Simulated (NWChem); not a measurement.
All runs are NWChem calculations. System: HBCl, charge 0, spin multiplicity 2, at a geometry optimised with UPBE/def2-SVP. The structure started from a generated list of species. Its SCF solution wasn't tested for a lower state. Level: UHF/def2-TZVP.

The NWChem input:

```
start mol
memory heap 200 mb stack 900 mb global 1100 mb
geometry units angstroms nocenter noautoz
  B      1.157234    -0.468129     0.000000
  Cl    -0.465558     0.122110     0.000000
  H      2.128322     0.264774     0.000000
  symmetry group Cs
end
basis spherical
  * library def2-tzvp
end
scf
  uhf
  nopen 1
  maxiter 100
  thresh 1e-7
  semidirect memsize 60000000 filesize 0
  # guess.movecs holds the orbitals of an unrestricted PBE0 run
  vectors input guess.movecs output mol.movecs
end
task scf energy
```

Part of the output:

```
             Northwest Computational Chemistry Package (NWChem) 7.3.0
             --------------------------------------------------------

                                NWChem Input Module
                                -------------------

 Scaling coordinates for geometry "geometry" by  1.889725989
 (inverse scale =  0.529177249)

 Turning off AUTOSYM since
 SYMMETRY directive was detected!

                             Geometry "geometry" -> ""
                             -------------------------

 Output coordinates in angstroms (scale by  1.889725989 to convert to a.u.)

  No.       Tag          Charge          X              Y              Z
 ---- ---------------- ---------- -------------- -------------- --------------
    1 B                    5.0000     1.15723400    -0.46812900     0.00000000
    2 Cl                  17.0000    -0.46555800     0.12211000     0.00000000
    3 H                    1.0000     2.12832200     0.26477400     0.00000000

 Effective nuclear repulsion energy (a.u.)      31.6859532530

            Nuclear Dipole moment (a.u.)
            ----------------------------
        X                 Y               Z
 ---------------- ---------------- ----------------
     0.0000113384    -0.0000018897     0.0000000000

      Symmetry information
      --------------------

 Group name             Cs
 Group number              2
 Group order               2
 No. of unique centers     3

      Symmetry unique atoms

     1    2    3


 Summary of "ao basis" -> "" (spherical)
 ------------------------------------------------------------------------------
       Tag                 Description            Shells   Functions and Types
 ---------------- ------------------------------  ------  ---------------------
 *                         def2-tzvp                  on all atoms

 Summary of "ao basis" -> "ao basis" (spherical)
 ------------------------------------------------------------------------------
       Tag                 Description            Shells   Functions and Types
 ---------------- ------------------------------  ------  ---------------------
 B                         def2-tzvp                11       31   5s3p2d1f
 Cl                        def2-tzvp                13       37   5s5p2d1f
 H                         def2-tzvp                 4        6   3s1p

                                 NWChem SCF Module
                                 -----------------

  ao basis        = "ao basis"
  functions       =    74
  atoms           =     3
  alpha electrons =    12
  beta  electrons =    11
  charge          =   0.00
  wavefunction    = UHF
  use symmetry    = T
  symmetry adapt  = T

 Summary of "ao basis" -> "ao basis" (spherical)
 ------------------------------------------------------------------------------
       Tag                 Description            Shells   Functions and Types
 ---------------- ------------------------------  ------  ---------------------
 B                         def2-tzvp                11       31   5s3p2d1f
 Cl                        def2-tzvp                13       37   5s5p2d1f
 H                         def2-tzvp                 4        6   3s1p

      Symmetry analysis of basis
      --------------------------

        a'         51
        a"         23

 Forming initial guess at       0.1s

   Symmetry analysis of molecular orbitals - initial alpha
   -------------------------------------------------------

  Numbering of irreducible representations:
[...]
    12      1.616997  1 B  px                36      1.409711  2 Cl s
    71     -0.581296  3 H  s                  4     -0.540096  1 B  s
    49      0.447380  2 Cl px                13     -0.223507  1 B  py
    50     -0.222420  2 Cl py                 9      0.158088  1 B  px

                     UHF Final Beta Molecular Orbital Analysis
                     -----------------------------------------

 Vector    9  Occ=1.000000D+00  E=-5.476412D-01  Symmetry=a'
              MO Center=  7.2D-01,  5.2D-02, -8.9D-16, r^2= 2.3D+00
   Bfn.  Coefficient  Atom+Function         Bfn.  Coefficient  Atom+Function
  ----- ------------  ---------------      ----- ------------  ---------------
    47      0.271476  2 Cl py                46     -0.251263  2 Cl px
     6      0.248206  1 B  px                70      0.192394  3 H  s
     9      0.177389  1 B  px

 Vector   10  Occ=1.000000D+00  E=-4.976880D-01  Symmetry=a"
              MO Center= -3.4D-01,  8.0D-02, -6.6D-15, r^2= 1.3D+00
   Bfn.  Coefficient  Atom+Function         Bfn.  Coefficient  Atom+Function
  ----- ------------  ---------------      ----- ------------  ---------------
    48      0.529828  2 Cl pz                51      0.322184  2 Cl pz
    45      0.242246  2 Cl pz                39     -0.192612  2 Cl pz

 Vector   11  Occ=1.000000D+00  E=-4.772025D-01  Symmetry=a'
              MO Center= -1.5D-01,  4.7D-02,  5.5D-15, r^2= 1.8D+00
   Bfn.  Coefficient  Atom+Function         Bfn.  Coefficient  Atom+Function
  ----- ------------  ---------------      ----- ------------  ---------------
    47      0.443966  2 Cl py                50      0.281592  2 Cl py
    46      0.263011  2 Cl px                44      0.204632  2 Cl py
    49      0.163619  2 Cl px                38     -0.161613  2 Cl py

 Vector   12  Occ=0.000000D+00  E= 7.160988D-02  Symmetry=a'
              MO Center=  1.3D+00, -1.2D+00, -3.4D-13, r^2= 3.4D+00
   Bfn.  Coefficient  Atom+Function         Bfn.  Coefficient  Atom+Function
  ----- ------------  ---------------      ----- ------------  ---------------
     5      1.107257  1 B  s                 71     -0.470751  3 H  s
    13     -0.453216  1 B  py                50      0.286605  2 Cl py
    36     -0.217095  2 Cl s                  7     -0.204835  1 B  py

 Vector   13  Occ=0.000000D+00  E= 7.691423D-02  Symmetry=a"
              MO Center=  1.2D+00, -4.2D-01,  2.8D-13, r^2= 4.0D+00
   Bfn.  Coefficient  Atom+Function         Bfn.  Coefficient  Atom+Function
  ----- ------------  ---------------      ----- ------------  ---------------
    14      0.821867  1 B  pz                51     -0.398061  2 Cl pz
     8      0.256001  1 B  pz                11      0.210417  1 B  pz

 Vector   14  Occ=0.000000D+00  E= 1.527691D-01  Symmetry=a'
              MO Center=  1.2D+00,  7.4D-01,  1.2D-13, r^2= 5.7D+00
   Bfn.  Coefficient  Atom+Function         Bfn.  Coefficient  Atom+Function
  ----- ------------  ---------------      ----- ------------  ---------------
     5      2.674378  1 B  s                  4     -1.490372  1 B  s
    13      1.151810  1 B  py                71     -1.126921  3 H  s
    36     -0.582077  2 Cl s                 12      0.351470  1 B  px
    50     -0.259351  2 Cl py                70      0.213077  3 H  s
     9     -0.210962  1 B  px                10     -0.169016  1 B  py

 center of mass
 --------------
 x =  -0.05609350 y =  -0.02481046 z =   0.00000000

 moments of inertia (a.u.)
 ------------------
          10.701060723660          26.434653027360           0.000000000000
          26.434653027360          95.871153792131           0.000000000000
           0.000000000000           0.000000000000         106.572214515791

  Mulliken analysis of the total density
  --------------------------------------

    Atom       Charge   Shell Charges
 -----------   ------   -------------------------------------------------------
    1 B    5     4.90   0.92  1.06  0.52  0.58  0.08  0.76  0.75  0.11  0.04  0.08  0.01
    2 Cl  17    17.14   2.01  0.45  1.52  1.08  0.85  4.18  1.69  1.08  2.85  1.38  0.01  0.03  0.00
    3 H    1     0.96   0.25  0.51  0.19  0.01

  Mulliken analysis of the alpha density
  --------------------------------------

    Atom       Charge   Shell Charges
 -----------   ------   -------------------------------------------------------
    1 B    5     2.92   0.46  0.53  0.31  0.36  0.07  0.52  0.53  0.08  0.02  0.04  0.01
    2 Cl  17     8.58   1.01  0.22  0.76  0.54  0.42  2.09  0.84  0.55  1.44  0.68  0.01  0.02  0.00
    3 H    1     0.50   0.13  0.27  0.09  0.01

   Mulliken analysis of the beta density
   -------------------------------------

    Atom       Charge   Shell Charges
 -----------   ------   -------------------------------------------------------
    1 B    5     1.98   0.46  0.54  0.21  0.21  0.01  0.25  0.22  0.03  0.02  0.04  0.01
    2 Cl  17     8.56   1.01  0.22  0.76  0.54  0.43  2.09  0.85  0.53  1.42  0.70  0.01  0.01  0.00
    3 H    1     0.46   0.12  0.24  0.10  0.01

   Mulliken analysis of the spin density
   -------------------------------------

    Atom       Charge   Shell Charges
 -----------   ------   -------------------------------------------------------
    1 B    5     0.94   0.00 -0.01  0.10  0.15  0.05  0.27  0.31  0.06 -0.00 -0.00 -0.00
    2 Cl  17     0.02   0.00  0.00 -0.00  0.00 -0.00  0.00 -0.00  0.01  0.02 -0.02  0.00  0.01  0.00
    3 H    1     0.04   0.01  0.03 -0.00  0.00

       Multipole analysis of the density wrt the origin
       ------------------------------------------------

     L   x y z        total         alpha         beta         nuclear
     -   - - -        -----         -----         ----         -------
     0   0 0 0     -0.000000    -12.000000    -11.000000     23.000000

     1   1 0 0      0.214314     -0.990228      1.204530      0.000011
     1   0 1 0      0.088969      0.916650     -0.827679     -0.000002
     1   0 0 1     -0.000000     -0.000000     -0.000000      0.000000

     2   2 0 0    -14.022565    -36.938676    -30.329741     53.245853
     2   1 1 0      0.191007      7.761086      3.541600    -11.111679
     2   1 0 1      0.000000      0.000000     -0.000000      0.000000
     2   0 2 0    -15.456412    -12.942016     -7.582856      5.068460
     2   0 1 1     -0.000000     -0.000000     -0.000000      0.000000
     2   0 0 2    -13.730672     -7.427127     -6.303544      0.000000

 Task  times  cpu:        2.0s     wall:        2.0s

 Total times  cpu:        2.0s     wall:        2.0s
```
